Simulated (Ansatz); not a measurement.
Species: HgF2, net charge 0, singlet state. 
Geometry from a B3LYP-D3(BJ)/def2-TZVP (Ansatz, a first-principles code) optimisation:
```xyz
3

F      0.0000     0.0000    -1.9351
Hg     0.0000     0.0000     0.0000
F      0.0000     0.0000     1.9351
```

Basis-set convergence of Hartree-Fock and MP2 correlation energies (hartree) with Ansatz. Correlated levels leave the core frozen unless marked. Spin-orbit coupling is left out. Frozen are the shells of the preceding noble gas and the d and f shells that filled before the atom's block. Past Kr the def2 sets carry scalar-relativistic core potentials.

```
basis       functions       E(HF)  E(corr, MP2)
----------  ---------  ----------  ------------
def2-SVP           60  -351.19903      -0.66325
def2-TZVPP        121  -351.46931      -0.93761
def2-QZVPP        202  -351.48060      -1.01472
```

Extrapolating the two largest sets (X = 3 and 4) as X^-3: E(corr) = (64·(-1.01472) - 27·(-0.93761))/37 = -1.0710 Eh, an estimate of the basis-set limit. The largest set recovers 94.7 % of it, the smallest 61.9 %.
